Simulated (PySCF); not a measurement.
## Basis and Hamiltonian dependence of the excitation energy of Te⁺

Te⁺ [Kr] 4d10 5s2 5p3 (4S) → Te⁺ [Kr] 4d10 5s1 5p3 5d1 (6D). Calculated with PySCF 2.14 from differences of total energies of unrestricted determinants, without spin-orbit coupling. Values in eV.

| basis | Hamiltonian | functions | UHF | PBE | PBE0 | MP2 (valence) | CCSD(T) (valence) |
| --- | --- | --- | --- | --- | --- | --- | --- |
| aug-cc-pVDZ-PP with ECP28MDF | ECP | 32 | 15.849 | 18.272 | 17.929 | 16.834 | 17.088 |
| aug-cc-pwCVDZ-PP with ECP28MDF | ECP | 48 | 15.786 | 18.213 | 17.870 | 16.866 | 17.116 |
| aug-cc-pVTZ-PP with ECP28MDF | ECP | 55 | 15.606 | 18.075 | 17.736 | 16.736 | 16.944 |
| def2-TZVPPD with the def2 core potential (28 electrons) | ECP | 59 | 15.630 | 18.078 | 17.743 | 16.804 | 17.040 |
| aug-cc-pVTZ-PP with one added diffuse shell each of d, f type with ECP28MDF | ECP | 67 | 15.596 | 18.062 | 17.725 | 16.727 | 16.934 |
| def2-QZVPPD with the def2 core potential (28 electrons) | ECP | 91 | 15.593 | 18.067 | 17.727 | 16.829 | 17.010 |
| aug-cc-pVQZ-PP with ECP28MDF | ECP | 92 | 15.590 | 18.071 | 17.730 | 16.814 | 16.984 |
| aug-cc-pVQZ-DK3 | spin-free X2C | 102 | 15.665 | 18.000 | 17.696 | 16.863 | 17.032 |
| x2c-QZVPPall with one added diffuse shell each of s, p, d, f type | spin-free X2C | 128 | 15.649 | 17.993 | 17.688 | 16.856 | n/a |
| aug-cc-pV5Z-PP with ECP28MDF | ECP | 139 | 15.583 | 18.061 | 17.721 | 16.854 | n/a |

Frozen in the all-electron rows: valence: [Kr] 4d10; with a core potential, the same shells as far as they lie outside it.
